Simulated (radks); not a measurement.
Species: Mo5+. Configuration: [Kr] 4d1.

All-electron calculation, Dirac Kohn-Sham, BLYP, spin-unpolarised, spherical densities, finite nucleus; open shells fill j = l - 1/2 first; Fermi nuclear charge, rms radius 4.4091 fm. Program: a radial shooting solver on a logarithmic mesh with Libxc functionals.

Energy parts (hartree):
part                       energy
total                 -4044.47845
kinetic                4194.27552
electron-nucleus      -9681.53413
Hartree                1564.98372
exchange-correlation   -122.20356

Orbitals (lengths in bohr, moments of r in powers of bohr):
orbital,occ.,eigenvalue (hartree),<r^4>
1s1/2,2,-730.6776,7.207e-06
2s1/2,2,-105.3007,0.001333
2p1/2,2,-97.08048,0.0008855
2p3/2,4,-93.16247,0.0009914
3s1/2,2,-19.92903,0.06872
3p1/2,2,-16.80254,0.07112
3p3/2,4,-16.15629,0.07814
3d3/2,4,-10.62898,0.08120
3d5/2,6,-10.50641,0.08371
4s1/2,2,-4.67455,2.522
4p1/2,2,-3.75077,3.525
4p3/2,4,-3.64826,3.829
4d3/2,1,-2.23704,9.544
4d5/2,0,-2.22373,9.763

The highest occupied level is 4d3/2 at -60.873 eV. Summed over all electrons, <r^2> = 18.41 bohr^2, which gives a Langevin (diamagnetic) susceptibility term of -14.6 x 10^-6 cm^3/mol. For comparison, the ionisation energy in NIST's Atomic Spectra Database is 68.827 eV (measured). In exact Kohn-Sham theory the highest level is minus the ionisation energy, but local and semilocal functionals leave it too shallow, through self-interaction and a potential that decays too fast; potentials with the right tail come closer. The electron density at the nucleus is 9.09e+04 e/bohr^3.

Beside tabulated values, note that spin-unpolarised runs miss the spin-polarisation part of the exchange energy of open shells.
